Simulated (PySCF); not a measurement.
Si(H)(Me)(NH2)2 (CH8N2Si), SMILES C[SiH](N)N. Atoms are numbered in the order given.

```xyz
12

Si    -0.3503    -0.0910     0.0000
C      0.1247     1.7249     0.0000
N      0.2185    -0.7512     1.5108
N      0.2185    -0.7512    -1.5108
H     -1.8194    -0.3415     0.0000
H     -0.2628     2.2347     0.8954
H      1.2226     1.8412     0.0000
H     -0.2628     2.2347    -0.8954
H     -0.0654    -1.6867     1.7886
H      1.1754    -0.5775     1.8070
H     -0.0654    -1.6867    -1.7886
H      1.1754    -0.5775    -1.8070
```

Geometry optimised at B3LYP-D3(BJ)/def2-SVP. One conformer was computed; it need not be the lowest.

These are HF/pcSseg-1 (PySCF) values and carry that method's errors.

GIAO shieldings, no solvent; atoms listed in one row are averaged. δ = σ(ref) − σ: ²⁹Si against TMS (σ = 393.8 ppm); ¹³C against TMS (σ = 192.6 ppm); ¹⁵N against NH3 (σ = 267.3 ppm); ¹H against TMS (σ = 31.99 ppm), references at their B3LYP-D3(BJ)/def2-TZVP geometries, non-relativistic.

```json
[
 {"nucleus": "²⁹Si", "atoms": "Si1", "count": "1", "δ (ppm)": "-22.6"},
 {"nucleus": "¹³C", "atoms": "C2", "count": "1", "δ (ppm)": "-0.2"},
 {"nucleus": "¹⁵N", "atoms": "N3, N4", "count": "2", "δ (ppm)": "29.1"},
 {"nucleus": "¹H", "atoms": "H5", "count": "1", "δ (ppm)": "4.34"},
 {"nucleus": "¹H", "atoms": "H11, H9", "count": "2", "δ (ppm)": "0.97"},
 {"nucleus": "¹H", "atoms": "H12, H10", "count": "2", "δ (ppm)": "0.75"},
 {"nucleus": "¹H", "atoms": "H6, H7, H8", "count": "3", "δ (ppm)": "0.46"}
]
```
